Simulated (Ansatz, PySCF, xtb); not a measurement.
Reaction (SMILES): N[Si](Cl)(Cl)Cl + 4 [H][H] (H2) → 3 Cl (HCl) + N (NH3) + [SiH4] (SiH4)
Each molecule is optimised on its own at B3LYP-D3(BJ)/def2-TZVP (Ansatz, a program for electronic structure), one conformer each, not searched for the lowest. Frequencies are from Ansatz or PySCF.

Quantity: energy of full hydrogenation (enthalpy at 298 K, with B3LYP-D3(BJ) rigid-rotor harmonic-oscillator terms), in kcal/mol. Valence correlation only, unless marked. No spin-orbit coupling. Non-relativistic. CBS(X,Y): correlation extrapolated as X^-3; Hartree-Fock from the larger set. [CCSD(T)-MP2]/basis is that difference in the basis named.

| level | program | energy of full hydrogenation (kcal/mol) |
|---|---|---|
| GFN2-xTB | xtb | 31.8 |
| HF/6-31G* | Ansatz | 58.7 |
| HF-D3(BJ)/def2-TZVPD | PySCF + dftd3 | 76.6 |
| RI-HF/aug-cc-pV(Q+d)Z | Ansatz | 57.8 |
| revPBE/def2-TZVPD | Ansatz | 63.7 |
| r2SCAN-D4/def2-TZVPD | Ansatz + dftd4 | 76.6 |
| B3LYP/def2-TZVPD | Ansatz | 62.9 |
| PBE0/def2-SVP | Ansatz | 63.4 |
| PBE0-D4/def2-TZVPD | Ansatz + dftd4 | 70.3 |
| PBE0/def2-TZVP | Ansatz | 68.7 |
| CAM-B3LYP-D4/def2-TZVPD | Ansatz + dftd4 | 67.8 |
| CAM-B3LYP/def2-TZVPD | Ansatz | 63.4 |
| wB97X/def2-TZVPD | Ansatz | 65.5 |
| B2PLYP-D4/def2-TZVPD | Ansatz + dftd4 | 72.9 |
| PBE-QIDH/def2-TZVPD | Ansatz | 73.2 |
| MP2/STO-3G | Ansatz | 91.4 |
| MP2/aug-cc-pV(D+d)Z | Ansatz | 60.4 |
| MP2/aug-cc-pV(T+d)Z | Ansatz | 76.1 |
| RI-MP2/CBS(aug-cc-pV(T+d)Z,aug-cc-pV(Q+d)Z) | Ansatz | 81.7 |
| CCSD/6-31G* | Ansatz | 80.4 |
| RI-MP2/CBS(aug-cc-pV(T+d)Z,aug-cc-pV(Q+d)Z)+[CCSD(T)-MP2]/aug-cc-pV(T+d)Z | Ansatz | 72.5 |
